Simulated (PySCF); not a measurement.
Computed with PySCF 2.14.0, delta-SCF UKS SCAN, pcX-2 on the ionised atom, pcseg-1 elsewhere, spin-free X2C. Geometries: PBE0-D3(BJ)/def2-SVP; isolated species, one conformer each. Values against the vacuum level.

Question: Rank by computed C 1s binding energy, lowest first.
A. C4 in `[Cl:1][c:2]1[cH:3][cH:4][n+:5]([GaH3-:6])[cH:7][cH:8]1`
B. C4 in `[BH3-:1][N+:2]#[C:3][CH2:4][CH:5]([F:6])[F:7]`
C. C2 in `[F:1][C:2]([F:3])([F:4])[C:5]1=[CH:6][GeH2:7][CH:8]=[CH:9]1`
D. C5 in `[CH3:1][S+:2]([CH3:3])[AlH2-:4][C:5]([CH3:6])([CH3:7])[CH3:8]`

Answer: D (288.91 eV), A (292.33 eV), B (293.63 eV), C (298.06 eV).

The highest is bonded to 3 F and C, the lowest to 3 C and Al; the range is 9.15 eV.
